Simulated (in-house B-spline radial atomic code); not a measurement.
Radial electron density of neutral samarium, [Xe] 4f6 6s2. Level of theory: Dirac-Kohn-Sham B3LYP, spherical fractional occupations, Fermi nucleus of rms radius 5.0819 fm; calculated with an all-electron radial atomic-structure program (B-spline basis).

Caution: exact exchange at fractional occupations of open shells leaves self-interaction of up to several eV.

Columns: r (bohr), 4πr²n(r) (electrons per bohr), bar.

```
0.000806    2.553 #
 0.00101    3.725 ##
 0.00127    5.429 ##
  0.0016     7.87 ###
 0.00201    11.24 #####
 0.00253    15.88 #######
 0.00318    22.03 #########
   0.004    29.96 ############
 0.00502    39.59 ################
 0.00632    50.85 #####################
 0.00794     62.6 ##########################
 0.00998    73.44 ##############################
  0.0125    81.18 ##################################
  0.0158    84.21 ###################################
  0.0198    81.88 ##################################
  0.0249    76.69 ################################
  0.0313    74.06 ###############################
  0.0394    79.59 #################################
  0.0495    93.29 #######################################
  0.0623    106.4 ############################################
  0.0783    106.6 ############################################
  0.0984    92.84 ######################################
   0.124    81.35 ##################################
   0.155    86.51 ####################################
   0.195    95.39 #######################################
   0.246    81.49 ##################################
   0.309    51.61 #####################
   0.388    37.87 ################
   0.488    43.62 ##################
   0.614    42.56 ##################
   0.771    28.55 ############
    0.97    16.34 #######
    1.22    11.32 #####
    1.53    8.274 ###
    1.93    4.705 ##
    2.42    2.146 #
    3.04     1.05 
    3.83   0.6968 
    4.81   0.4525 
    6.05   0.2124 
     7.6  0.06462 
    9.56  0.01154 
      12  0.00114 
    15.1 5.247e-05
```

On this grid the curve has 4 maxima, near 0.0158, 0.0783, 0.195, 0.488 bohr.

The 4f7/2 radial function P(r) = rR(r), positive near the nucleus, with its small component Q(r) (sign convention: Q ≈ (P' + κP/r)/2c):

```csv
r (bohr),P,Q
0.0313,0.001404,-7.229e-05
0.0495,0.00678,-0.000333
0.0783,0.02897,-0.001332
0.124,0.1045,-0.004388
0.195,0.295,-0.011
0.309,0.6315,-0.02022
0.488,0.9424,-0.02499
0.771,0.9523,-0.01975
1.22,0.6788,-0.01028
1.93,0.3639,-0.003874
3.04,0.1566,-0.00114
4.81,0.05495,-0.0002726
7.6,0.01432,-5.112e-05
12,0.002155,-5.89e-06
```
